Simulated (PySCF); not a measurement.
Te(NH2)(SiH3) (H₅NSiTe), SMILES N[Te][SiH3].

The structure is a stationary point at PBE0-D3(BJ)/def2-SVP. The def2 effective core potentials stand for the cores of Te; spin–orbit coupling is left out. One conformer was computed; it need not be the lowest.

The numbers are results of PySCF with PBE0/def2-TZVPD, not measurements.

Gas-phase values at a fixed geometry.

```yaml
total_energy: -615.13041 hartree
point_group: Cs
highest_occupied_level: -6.40 eV
lowest_empty_level: -1.49 eV
orbital_gap: 4.91 eV
dipole_moment: 1.37 D
quadrupole, principal values (traceless, Buckingham form, about the centre of nuclear charge): -4.31, -1.19, 5.50 D·Å
mean_static_polarisability: 83.8 bohr³ (12.41 Å³)
polarisability_principal_values: 69.9, 79.2, 102.2 bohr³
```
